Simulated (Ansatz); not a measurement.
```yaml
crystal:
  periodic: [false, false, false]
  atoms:
    - {symbol: Hg, position_ang: [1.264492, -0.828167, -1.384960]}
    - {symbol: Hg, position_ang: [-1.263767, 0.829316, 1.384933]}
    - {symbol: O, position_ang: [-0.000725, -0.001150, 0.000027]}
basis:
  gaussian: {orbitals: def2-TZVPD, final_grid: {core_spheres: 8, valence_spheres: 7, degree: 23}}
hamiltonian: {xc: {name: wB97}}
output: {forces: true}
```

```sh
$ ansatz run in.yaml --threads 4 --pin off --events-out ev --progress --plain --max-ram 3916MiB
```

Output, abridged:

```
Functional definition: wB97
964 factors; their error is unknown
237 factors; integrals over basis functions are off by at most 1.1e-4 eV
mean field evaluation 1: about -10392.9005 eV, gradient 5.8e1 eV
mean field evaluation 2: about -10365.8700 eV, gradient 1.3e2 eV
mean field evaluation 4: about -10399.0288 eV, gradient 3.7e0 eV
mean field evaluation 8: about -10399.0611 eV, gradient 9.6e-2 eV
mean field evaluation 16: about -10399.0519 eV, gradient 2.2e-4 eV
mean field -10399.05186310 eV, -382.1581072384 hartree, gradient 2.0e-5 eV, S^2 0.000000; 0 other end points of the search recorded, 0 dependent functions left out
reference -10399.05185213 eV, -382.1581068354 hartree; 24, 24 occupied and 108, 108 virtual orbitals, 964 factors
Total energy: -10399.05185213 eV, -382.1581068354 hartree
Atom 0 at     1.264492    -0.828167    -1.384960 Å, force     0.107663    -0.071121    -0.118207 eV/Å
Atom 1 at    -1.263767     0.829316     1.384933 Å, force    -0.108143     0.070358     0.118224 eV/Å
Atom 2 at    -0.000725    -0.001150     0.000027 Å, force     0.000481     0.000763    -0.000018 eV/Å
Dipole moment:     0.000710     0.001127    -0.000026 e Å
```

Hardware: 4 threads of Arm Neoverse V2 on a shared host. Wall time 1.1 s.

In the def2 sets Hg takes a core potential; there is no spin–orbit coupling.
